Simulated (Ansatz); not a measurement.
Input and output for C₂H₉GeN (`C[CH2][GeH2][NH2]`).

```yaml
crystal:
  periodic: [false, false, false]
  atoms:
    - {symbol: C, position_ang: [-1.476190, -0.217230, 0.847002]}
    - {symbol: C, position_ang: [-0.121547, -1.036859, 0.239700]}
    - {symbol: Ge, position_ang: [1.260597, 0.204621, -0.272978]}
    - {symbol: N, position_ang: [0.966315, 1.153446, -1.452368]}
    - {symbol: H, position_ang: [-1.800935, 0.539978, 0.032002]}
    - {symbol: H, position_ang: [-1.347587, 0.357247, 1.615490]}
    - {symbol: H, position_ang: [-2.418087, -1.022716, 0.938603]}
    - {symbol: H, position_ang: [-0.419950, -1.518176, -0.536627]}
    - {symbol: H, position_ang: [0.160542, -1.942168, 1.049989]}
    - {symbol: H, position_ang: [1.826816, 0.856764, 1.060823]}
    - {symbol: H, position_ang: [2.591911, -0.724739, -0.743531]}
    - {symbol: H, position_ang: [0.627224, 1.090780, -2.321651]}
    - {symbol: H, position_ang: [0.331982, 2.153996, -0.972746]}
basis:
  gaussian: {orbitals: def2-mTZVPP}
magnetization: {spin_polarized: true, initial_magnetization: 2}
hamiltonian: {xc: {name: BLYP}, dispersion: d3bjatm}
accuracy: high
output: {forces: true}
```

```sh
$ ansatz run in.yaml --threads 4 --pin off --events-out ev --progress --plain --max-ram 10444MiB
```

Output, abridged:

```
Functional definition: BLYP
3143 factors; integrals over basis functions are off by at most 2.2e-8 eV
mean field evaluation 1: about -60183.0309 eV, gradient 8.7e1 eV
mean field evaluation 2: about -60020.2226 eV, gradient 1.6e2 eV
mean field evaluation 4: about -60208.6688 eV, gradient 3.4e1 eV
mean field evaluation 8: about -60220.1274 eV, gradient 1.9e0 eV
mean field evaluation 16: about -60220.1429 eV, gradient 2.5e-3 eV
mean field -60220.14291481 eV, -2213.0494334404 hartree, gradient 8.0e-8 eV, S^2 2.005313; 3 other end points of the search recorded, 0 dependent functions left out
reference -60220.14297606 eV, -2213.0494356912 hartree; 31, 29 occupied and 112, 114 virtual orbitals, 3143 factors
Total energy: -60220.67682982 eV, -2213.0690544549 hartree
Atom 0 at    -1.476190    -0.217230     0.847002 Å, force    -1.814656    -4.459300    -7.210506 eV/Å
Atom 1 at    -0.121547    -1.036859     0.239700 Å, force    -1.188878     0.557808     8.336120 eV/Å
Atom 2 at     1.260597     0.204621    -0.272978 Å, force     5.866727    -8.119407    10.133046 eV/Å
Atom 3 at     0.966315     1.153446    -1.452368 Å, force    -1.318841     7.570877    -6.326338 eV/Å
Atom 4 at    -1.800935     0.539978     0.032002 Å, force     0.393807    -1.131870     0.817531 eV/Å
Atom 5 at    -1.347587     0.357247     1.615490 Å, force     1.051711     2.838852     5.167436 eV/Å
Atom 6 at    -2.418087    -1.022716     0.938603 Å, force     2.423322     1.800730     0.097599 eV/Å
Atom 7 at    -0.419950    -1.518176    -0.536627 Å, force    -1.962606    -3.055819    -5.387809 eV/Å
Atom 8 at     0.160542    -1.942168     1.049989 Å, force    -0.139838     2.459930    -1.783585 eV/Å
Atom 9 at     1.826816     0.856764     1.060823 Å, force    -0.504736     0.059404    -0.619481 eV/Å
Atom 10 at     2.591911    -0.724739    -0.743531 Å, force    -0.877764     0.219414     0.436799 eV/Å
Atom 11 at     0.627224     1.090780    -2.321651 Å, force    -1.239296    -0.651445    -4.510658 eV/Å
Atom 12 at     0.331982     2.153996    -0.972746 Å, force    -0.688950     1.910826     0.849846 eV/Å
Dipole moment:    -0.230560    -0.395573    -0.133332 e Å
```

Hardware: 4 threads of an Arm Neoverse V1 on a shared host. Wall time 11 s, peak host memory 0.66 GiB.
